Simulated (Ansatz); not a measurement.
Other settings, tried on the cluster Ca4O4 (the lowest singlet isomer of a short search).

```yaml
crystal:
  periodic: [false, false, false]
  atoms:
    - {symbol: Ca, position_ang: [-1.616825, 2.213009, 0.148196]}
    - {symbol: Ca, position_ang: [2.220351, 1.601699, 0.291664]}
    - {symbol: Ca, position_ang: [1.613844, -2.217650, -0.103730]}
    - {symbol: Ca, position_ang: [-2.216754, -1.596248, -0.341350]}
    - {symbol: O, position_ang: [-0.403403, -2.561678, -0.294982]}
    - {symbol: O, position_ang: [0.403119, 2.561185, 0.297337]}
    - {symbol: O, position_ang: [2.574875, -0.415698, 0.128354]}
    - {symbol: O, position_ang: [-2.575218, 0.415391, -0.125480]}
basis:
  gaussian: {orbitals: "6-31G*"}
hamiltonian: {xc: {name: PBEsol}, dispersion: d4}
scf: {lower_state_search: full}
output: {forces: true}
```

```sh
$ ansatz run in.yaml --threads 4 --pin off --events-out ev --progress --plain --max-ram 8704MiB
```

Shortened log:

```
Functional definition: PBEsol
2040 factors; their error is unknown
mean field evaluation 1: about -81748.2621 eV, gradient 1.5e2 eV
mean field evaluation 2: about -80886.7889 eV, gradient 3.6e2 eV
mean field evaluation 4: about -81789.0797 eV, gradient 5.7e1 eV
mean field evaluation 8: about -81795.4367 eV, gradient 3.8e-1 eV
mean field evaluation 16: about -81795.3088 eV, gradient 1.6e-3 eV
mean field evaluation 32: about -81759.1905 eV, gradient 8.5e1 eV
mean field evaluation 64: about -81774.1955 eV, gradient 1.2e1 eV
mean field evaluation 96: about -81671.5715 eV, gradient 3.1e2 eV
mean field evaluation 128: about -81663.7408 eV, gradient 3.1e2 eV
mean field evaluation 160: about -81795.4362 eV, gradient 6.3e-1 eV
mean field evaluation 192: about -81795.3088 eV, gradient 7.5e-3 eV
mean field evaluation 224: about -81724.0619 eV, gradient 1.8e2 eV
mean field -81795.30882474 eV, -3005.9221564576 hartree, gradient 1.5e-5 eV, S^2 0.000000; 4 other end points of the search recorded, 0 dependent functions left out
reference -81795.30889224 eV, -3005.9221589382 hartree; 56, 56 occupied and 144, 144 virtual orbitals, 2040 factors
Total energy: -81795.42272508 eV, -3005.9263422179 hartree
Atom 0 at    -1.616825     2.213009     0.148196 Å, force     0.213193    -0.295424    -0.021235 eV/Å
Atom 1 at     2.220351     1.601699     0.291664 Å, force    -0.298333    -0.214494    -0.032031 eV/Å
Atom 2 at     1.613844    -2.217650    -0.103730 Å, force    -0.214381     0.295216     0.012512 eV/Å
Atom 3 at    -2.216754    -1.596248    -0.341350 Å, force     0.294557     0.210667     0.053760 eV/Å
Atom 4 at    -0.403403    -2.561678    -0.294982 Å, force     0.025809     0.150171     0.013594 eV/Å
Atom 5 at     0.403119     2.561185     0.297337 Å, force    -0.021890    -0.149565    -0.020052 eV/Å
Atom 6 at     2.574875    -0.415698     0.128354 Å, force    -0.151284     0.023699    -0.010468 eV/Å
Atom 7 at    -2.575218     0.415391    -0.125480 Å, force     0.152329    -0.020268     0.003919 eV/Å
Dipole moment:     0.001322     0.001593    -0.009579 e Å
```

Run time 24 s (4 threads of Intel Xeon Platinum 8259CL on a shared host), peak host memory 0.77 GiB.

The 6-31G sets use Cartesian d functions.
